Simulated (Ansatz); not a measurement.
**Worked example: InHCl2 + C2H4ClSi → InHCl + C2H4Cl2Si**

Species: InHCl2 `[Cl][InH][Cl]`, singlet; C2H4ClSi `C=C[SiH]Cl`, doublet; InHCl `[Cl][InH]`, doublet; C2H4Cl2Si `C=C[SiH](Cl)Cl`, singlet. A radical takes Cl: the energy is the difference in strength between the In–Cl bond broken and the Si–Cl bond made.

Shapes, held fixed at every level: PBE0-D4/def2-TZVP. Flexible molecules stand in one conformer, not always the lowest. Programs: Ansatz 0.2.0. The zero-point and thermal change to 298 K, harmonic and unscaled (PBE0-D4/def2-TZVP), is +0.5 kJ/mol.

At CCSD(T)/def2-TZVPP; 1 Eh = 2625.50 kJ/mol:

```
  species   energy (Eh)
   InHCl2  -1109.633510
 C2H4ClSi   -827.229722
    InHCl   -649.823423
C2H4Cl2Si  -1287.070148
```

**Question.** Work out ΔH(298 K) of the reaction at this level.

**Answer.** 
1. Products less reactants: (-649.823423) + (-1287.070148) − [(-1109.633510) + (-827.229722)] = -0.030339 Eh = -79.7 kJ/mol.
2. With the thermal change: -79.7 + (+0.5) = -79.2 kJ/mol.

Other levels give -97.6 (MP2/def2-TZVPP) to -75.9 kJ/mol (r2SCAN-D4/def2-TZVPP). No measured value is set beside it here. Spin contamination: C2H4ClSi (⟨S²⟩ up to 0.87). Open shells run unrestricted unless RO is named. For atoms past krypton def2 sets carry core potentials with scalar relativity. Correlated rows may include outer-core shells of In, which these sets cover unevenly.
